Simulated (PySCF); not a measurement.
Isomers of C5H8FNO, one GFN2-xTB conformer each. Single-point energies are computed at PBE0/pcSseg-1 (PySCF, gas phase, no added dispersion term), electronic only.

```csv
SMILES,GFN2-xTB relative energy (kcal/mol)
O=C1NCC[C@@H]1CF,0.0
CC(=O)N/C(C)=C\F,19.7
```

Conformers: `[O:1]=[C:2]1[NH:3][CH2:4][CH2:5][C@@H:6]1[CH2:7][F:8]` with C5–C6–C7–F8 70°, O1–C2–N3–C4 179°, C2–N3–C4–C5 18°, N3–C4–C5–C6 -26°, C4–C5–C6–C7 147°; `[CH3:1][C:2](=[O:3])[NH:4]/[C:5]([CH3:6])=[CH:7]\[F:8]` with C1–C2–N4–C5 180°, C2–N4–C5–C6 0°.

Problem. What does PBE0/pcSseg-1 give for the same structures?

Solution. 
```
          SMILES  PBE0/pcSseg-1 E (Eh)  PBE0/pcSseg-1 (kcal/mol)  GFN2-xTB (kcal/mol)  point group
O=C1NCC[C@@H]1CF            -424.67392                       0.0                  0.0           C1
CC(=O)N/C(C)=C\F            -424.64905                      15.6                 19.7           Cs
```

Both levels put the same isomer lowest. As drawn, the higher has a C=C bond outside aromatic rings, which the lower lacks.

Problem. Which frontier levels, dipoles and rotational constants go with these structures?

Solution. 
| SMILES | HOMO (eV, PBE0/pcSseg-1) | LUMO (eV) | dipole (D) | A, B, C (MHz) |
| --- | --- | --- | --- | --- |
| O=C1NCC[C@@H]1CF | -7.39 | 0.68 | 4.03 | 3264, 1636, 1142 |
| CC(=O)N/C(C)=C\F | -6.43 | -0.02 | 1.60 | 3279, 1365, 975.5 |
